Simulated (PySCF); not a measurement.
# SnO(OH) + 3 HF → SnF₃ + 2 H₂O

Level: PBE0 in the def2-TZVP basis family, computed in PySCF with density fitting; scalar-relativistic core potentials for atoms from Rb on, none lighter, no spin–orbit coupling; open shells unrestricted.

```json
{"species": "SnO(OH)", "state and structure": "doublet, Cs, O–H 0.962 Å, Sn–O 1.974 Å, Sn–O 1.997 Å; H–O–Sn 114.8°, O–Sn–O 94.5°", "E (Eh)": "-365.23620", "ZPE (kJ/mol)": "37.7", "H(298 K) − H(0) (kJ/mol)": "13.6", "S° (J/(mol K))": "300.5"}
{"species": "HF", "state and structure": "singlet, C∞v, H–F 0.920 Å", "E (Eh)": "-100.39188", "ZPE (kJ/mol)": "24.9", "H(298 K) − H(0) (kJ/mol)": "8.7", "S° (J/(mol K))": "173.6"}
{"species": "SnF₃", "state and structure": "doublet, C3v, Sn–F 1.908 Å (×3); F–Sn–F 105.8° (×3)", "E (Eh)": "-513.75652", "ZPE (kJ/mol)": "14.1", "H(298 K) − H(0) (kJ/mol)": "16.0", "S° (J/(mol K))": "316.1"}
{"species": "H₂O", "state and structure": "singlet, C2v, O–H 0.960 Å (×2); H–O–H 105.1°", "E (Eh)": "-76.37736", "ZPE (kJ/mol)": "56.5", "H(298 K) − H(0) (kJ/mol)": "9.9", "S° (J/(mol K))": "188.7"}
```

Q: What is the electronic reaction energy?

A: At PBE0/def2-TZVP, ΔE = -261.0 kJ/mol from the differences of the total energies times 2625.5, downhill. 

Q: Add zero-point, thermal and entropy terms for 298.15 K and 1 bar.

A: ΔZPE = 14.7 and Δ[H(298) − H(0)] = -3.9 kJ/mol give ΔH° = -250.2 kJ/mol. ΔS° = -127.8 J/(mol K), so ΔG° = -250.2 − 298.15 × (-0.1278) = -212 kJ/mol. ΔG° would change sign near 1960 K if ΔH° and ΔS° stayed fixed.

The structures come from searches over a few start shapes, so lower isomers are not excluded.
